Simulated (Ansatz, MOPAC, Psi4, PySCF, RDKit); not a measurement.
Complex: NH3 (SMILES N) (first 4 atoms) with C3H8 (SMILES CCC); geometry from B3LYP-D3(BJ)/def2-TZVP, rigid monomers moved along the line of their centres of mass till H2···H11 is 2.68 Å.
(charge 0, multiplicity 1):
```xyz
15

N      0.2960     0.1290     0.4838
H      0.1338     0.8239     1.2036
H      0.9649     0.5202    -0.1696
H     -0.5775     0.0029    -0.0148
C      1.2318     0.0439     4.4510
C     -0.2510     0.4059     4.4825
C     -1.1511    -0.7747     4.1268
H      1.8605     0.9020     4.6979
H      1.4528    -0.7479     5.1713
H      1.5206    -0.3185     3.4622
H     -0.4412     1.2323     3.7887
H     -0.5164     0.7857     5.4738
H     -2.2066    -0.4949     4.1430
H     -0.9130    -1.1557     3.1316
H     -1.0140    -1.5945     4.8365
```

Monomers are frozen at their geometry in the pair; levels with a basis set take the counterpoise correction. Rows marked so take none. RDKit's UFF carries no charges.

Correlated levels freeze the cores. Rows in 3-21G carry no dispersion term and start afresh at each structure. The state that PM3 reach isn't checked.

Codes used: Ansatz (Gaussian orbitals); MOPAC for PM3 (differences of heats of formation); Psi4 for SAPT; PySCF for 3-21G rows, the dispersion terms; RDKit for the force fields. 

```tsv
level	interaction energy (kJ/mol)
MMFF94	-2.1
UFF	-4.2
PM3	-1.4
HF/3-21G (no counterpoise)	-4.7
B3LYP-D3(BJ)/def2-TZVPPD	-4.5
PBE0/def2-TZVPPD	-2.0
PBE0-D3(BJ)/def2-TZVPPD	[?]
MP2/aug-cc-pVDZ	-4.0
SAPT0/jun-cc-pV(D+d)Z	[?]
```

Task: What belongs in the gaps?

Result: 
- PBE0-D3(BJ)/def2-TZVPPD, interaction energy (kJ/mol): -5.2
- SAPT0/jun-cc-pV(D+d)Z, interaction energy (kJ/mol): -3.0

Ansatz is an electronic-structure program.
